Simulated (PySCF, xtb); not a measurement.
bromine monochloride (BrCl), SMILES ClBr.

Harmonic wavenumbers (cm⁻¹) from GFN2-xTB in xtb at its own minimum, in rising order: 376.

Question: What does PBE-D3(BJ)/def2-TZVP run with PySCF give at its own minimum? (Estimate from the structure and the level; the computed values follow.)

Answer: 427. Paired by order, the mean absolute difference is 51 cm⁻¹ and the zero-point energies are 0.5 and 0.6 kcal/mol.
